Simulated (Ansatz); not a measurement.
One change: `O[Si]1(S)CO1` becomes `O[Si]1(O)CO1`.

Ansatz, PBE0-D4/def2-TZVP geometries, multiplicity 1. Each molecule was computed in one conformer, which needn't be the lowest.

```json
{"property": "HOMO energy (PBE0/def2-TZVPP) / eV", "`O[Si]1(S)CO1`": "-7.40"}
{"property": "LUMO energy (PBE/def2-TZVPP) / eV", "`O[Si]1(S)CO1`": "-0.79"}
{"property": "HOMO energy (PBE/def2-TZVPP) / eV", "`O[Si]1(S)CO1`": "-6.09"}
{"property": "size of the dipole moment (PBE/def2-TZVPP) / D", "`O[Si]1(S)CO1`": "1.46"}
{"property": "LUMO energy (ωB97M-V/def2-TZVPP) / eV", "`O[Si]1(S)CO1`": "1.75"}
{"property": "LUMO energy (PBE0/def2-TZVPP) / eV", "`O[Si]1(S)CO1`": "0.13"}
```

Question: What does the change do to each property? (Estimate.)

Answer: The calculation gave: 
| property | `O[Si]1(O)CO1` | shift |
| --- | --- | --- |
| HOMO energy (PBE0/def2-TZVPP) / eV | -7.54 | -0.14 |
| LUMO energy (PBE/def2-TZVPP) / eV | -0.74 | 0.05 |
| HOMO energy (PBE/def2-TZVPP) / eV | -6.12 | -0.03 |
| size of the dipole moment (PBE/def2-TZVPP) / D | 1.29 | -0.17 |
| LUMO energy (ωB97M-V/def2-TZVPP) / eV | 1.77 | 0.02 |
| LUMO energy (PBE0/def2-TZVPP) / eV | 0.20 | 0.07 |

With PBE0 the HOMO falls by 0.14 eV and the LUMO rises by 0.07 eV, so the gap widens by about 0.21 eV. PBE moves the HOMO by -0.03 eV and ωB97M-V by -0.23 eV. Dipoles are sizes alone; their direction can turn.
